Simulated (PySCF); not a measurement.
boron monoxide dimer (B2O2), SMILES O=BB=O.

Coordinates come from a ωB97X-D3(BJ)/def2-TZVP optimisation. The values are those of a single conformer.

These are HF/def2-TZVPD (PySCF) values and carry that method's errors.

The molecule is in vacuum.

| Quantity | Result |
|---|---|
| total energy | -199.26338 hartree |
| point group | D∞h |
| highest occupied level | -14.72 eV |
| lowest empty level | 0.79 eV |
| orbital gap | 15.51 eV |
| dipole moment | 0.00 D |
| quadrupole, principal values (traceless, Buckingham form, about the centre of nuclear charge) | -17.04, 8.52, 8.52 D·Å |
| mean static polarisability | 27.0 bohr³ (4.00 Å³) |
| polarisability, principal values | 21.2, 21.2, 38.4 bohr³ |
